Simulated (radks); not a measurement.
Neutral caesium: order these configurations by energy. Method: scalar-relativistic Kohn-Sham, PBEsol, spin-polarised, spherical densities, finite nucleus; Fermi nuclear charge, rms radius of each element as measured or else 0.836 A^(1/3) + 0.57 fm; computed with a radial shooting solver on a logarithmic mesh with Libxc functionals. Open shells are filled with parallel spins first. [Xe] 4f1; [Xe] 5d1; [Xe] 6p1; [Xe] 6s1.

Answer. From the lowest, in eV above it: [Xe] 6s1 0.000; [Xe] 6p1 1.390; [Xe] 5d1 1.721; [Xe] 4f1 2.987.
